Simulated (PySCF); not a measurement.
C₃H₁₀GeO₂Si.
SMILES: `COC(=O)[SiH2][CH2][GeH3]`

Computed with PySCF at CAM-B3LYP/def2-SVPD, non-relativistic, on one gas-phase PBE0-D3(BJ)/def2-SVP geometry that isn't relaxed in the solvent. The solvent is an IEF-PCM continuum (Bondi radii, 1.10 Å for H, scaled by 1.2), and excitations are vertical TDDFT with non-equilibrium linear response and a frozen core. Only the electrostatic response of the medium enters. Spin–orbit coupling is left out although an atom past zinc is present.

Gas-phase singlets (H = HOMO, L = LUMO):

```
state  E (eV)  λ (nm)      f           leading configurations
   S1   5.111     243  0.003                          H→L 80%
   S2   7.381     168  0.002  H→L+1 39%, H-2→L 16%, H→L+3 15%
   S3   7.571     164  0.003  H→L+2 26%, H→L+3 21%, H-1→L 19%
   S4   7.612     163  0.054              H-1→L 67%, H-2→L 9%
   S5   7.770     160  0.044  H-2→L 28%, H→L+2 17%, H-3→L 15%
```

Question: Give the list for acetonitrile (ε = 35.69), n² = 1.81.

Answer: 
| state | E (eV) | λ (nm) | f | leading configurations | change by rank (eV) |
| --- | --- | --- | --- | --- | --- |
| S1 | 5.225 | 237 | 0.004 | H→L 88% | +0.114 |
| S2 | 7.441 | 167 | 0.011 | H-1→L 67%, H-3→L 10% | +0.060 |
| S3 | 7.503 | 165 | 0.089 | H-1→L 24%, H-2→L 21%, H-3→L 14% | -0.068 |
| S4 | 7.596 | 163 | 0.038 | H→L+3 34%, H→L+1 26%, H→L+2 15% | -0.016 |
| S5 | 7.762 | 160 | 0.012 | H-6→L 42%, H-3→L 22% | -0.008 |

Question: The ground-state energy changes by -0.210 eV from gas to acetonitrile. By how much does the total energy of gas-phase S1 change?

Answer: E(S1) = E(S0) + excitation energy, so it changes by -0.210 + 0.114 = -0.096 eV: it is lowered less than the ground state, which is what a blue shift means. This is the vertical state, with the slow part of the continuum still set for S0.

Question: How do the frontier levels move from gas to acetonitrile?

Answer: 
| orbital | gas (eV) | solvent (eV) | change (eV) |
| --- | --- | --- | --- |
| LUMO+2 | 1.17 | 1.37 | +0.20 |
| LUMO+1 | 0.86 | 1.01 | +0.15 |
| LUMO | 0.46 | 0.48 | +0.02 |
| HOMO | -9.19 | -9.31 | -0.12 |
| HOMO-1 | -10.10 | -9.92 | +0.18 |
| HOMO-2 | -10.43 | -10.33 | +0.10 |
| HOMO-3 | -10.54 | -10.43 | +0.11 |

The HOMO–LUMO gap goes from 9.65 to 9.79 eV. Rows go by rank; for HOMO-3, HOMO-2 and HOMO-1 the atom shares or the degeneracy differ between the runs, so the row needn't follow one orbital.

The values belong to the conformer `[CH3:1][O:2][C:3](=[O:4])[SiH2:5][CH2:6][GeH3:7]`: C1–O2–C3–O4 -1°, O2–C3–Si5–C6 29°, C3–Si5–C6–Ge7 -56°.
